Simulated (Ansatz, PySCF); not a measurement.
C4H5BO2, SMILES C1=COB(C1=C)O. Atoms are numbered in the order given.

```xyz
12

C     -1.4637    -1.6662     0.0000
C     -0.4031    -0.8370     0.0000
C      1.0249    -1.1814     0.0000
C      1.7404    -0.0374     0.0000
O      0.9848     1.1200     0.0000
B     -0.3572     0.7344     0.0000
O     -1.3676     1.6275     0.0000
H     -1.3529    -2.7562     0.0000
H     -2.4840    -1.2719     0.0001
H      1.4521    -2.1846     0.0000
H      2.8208     0.1099     0.0000
H     -1.0582     2.5436     0.0000
```
Charge 0, spin multiplicity 1.

The structure is a stationary point at B3LYP-D3(BJ)/def2-SVP. This is a generated structure with no PubChem entry under its InChIKey; it may be hypothetical. Other conformers were not sampled.

Two levels are set side by side: PBE-D3(BJ)/def2-SVP (Ansatz, a quantum-chemistry and plane-wave program) and B3LYP-D3(BJ)/def2-SVP (Ansatz). Each level has its own optimised geometry; the coordinates shown are those of the second. Frequencies come from the Hessian of PySCF at each geometry. Differences are taken from unrounded values.

```json
[
 {"quantity": "mean bond length (Å)", "B3LYP-D3(BJ)": "1.267", "PBE-D3(BJ)": "1.274", "PBE-D3(BJ) minus B3LYP-D3(BJ)": "0.007"},
 {"quantity": "bond C1–C2 (Å)", "B3LYP-D3(BJ)": "1.346", "PBE-D3(BJ)": "1.357", "PBE-D3(BJ) minus B3LYP-D3(BJ)": "0.011"},
 {"quantity": "bond C2–C3 (Å)", "B3LYP-D3(BJ)": "1.469", "PBE-D3(BJ)": "1.466", "PBE-D3(BJ) minus B3LYP-D3(BJ)": "-0.003"},
 {"quantity": "bond C2–B6 (Å)", "B3LYP-D3(BJ)": "1.572", "PBE-D3(BJ)": "1.575", "PBE-D3(BJ) minus B3LYP-D3(BJ)": "0.003"},
 {"quantity": "bond C3–C4 (Å)", "B3LYP-D3(BJ)": "1.349", "PBE-D3(BJ)": "1.361", "PBE-D3(BJ) minus B3LYP-D3(BJ)": "0.011"},
 {"quantity": "bond C4–O5 (Å)", "B3LYP-D3(BJ)": "1.382", "PBE-D3(BJ)": "1.385", "PBE-D3(BJ) minus B3LYP-D3(BJ)": "0.003"},
 {"quantity": "bond O5–B6 (Å)", "B3LYP-D3(BJ)": "1.396", "PBE-D3(BJ)": "1.408", "PBE-D3(BJ) minus B3LYP-D3(BJ)": "0.012"},
 {"quantity": "bond B6–O7 (Å)", "B3LYP-D3(BJ)": "1.349", "PBE-D3(BJ)": "1.357", "PBE-D3(BJ) minus B3LYP-D3(BJ)": "0.008"},
 {"quantity": "bond C1–H8 (Å)", "B3LYP-D3(BJ)": "1.096", "PBE-D3(BJ)": "1.104", "PBE-D3(BJ) minus B3LYP-D3(BJ)": "0.008"},
 {"quantity": "bond C1–H9 (Å)", "B3LYP-D3(BJ)": "1.094", "PBE-D3(BJ)": "1.102", "PBE-D3(BJ) minus B3LYP-D3(BJ)": "0.008"},
 {"quantity": "bond C3–H10 (Å)", "B3LYP-D3(BJ)": "1.090", "PBE-D3(BJ)": "1.098", "PBE-D3(BJ) minus B3LYP-D3(BJ)": "0.008"},
 {"quantity": "bond C4–H11 (Å)", "B3LYP-D3(BJ)": "1.090", "PBE-D3(BJ)": "1.099", "PBE-D3(BJ) minus B3LYP-D3(BJ)": "0.009"},
 {"quantity": "bond O7–H12 (Å)", "B3LYP-D3(BJ)": "0.967", "PBE-D3(BJ)": "0.975", "PBE-D3(BJ) minus B3LYP-D3(BJ)": "0.009"},
 {"quantity": "highest harmonic wavenumber (cm⁻¹)", "B3LYP-D3(BJ)": "3836", "PBE-D3(BJ)": "3726", "PBE-D3(BJ) minus B3LYP-D3(BJ)": "-110"},
 {"quantity": "mean harmonic wavenumber (cm⁻¹)", "B3LYP-D3(BJ)": "1308", "PBE-D3(BJ)": "1272", "PBE-D3(BJ) minus B3LYP-D3(BJ)": "-36"},
 {"quantity": "zero-point energy (kcal/mol)", "B3LYP-D3(BJ)": "56.09", "PBE-D3(BJ)": "54.54", "PBE-D3(BJ) minus B3LYP-D3(BJ)": "-1.55"}
]
```

Exact exchange shortens and stiffens bonds; PBE has none. Differences between two approximate levels are no errors against the true value.
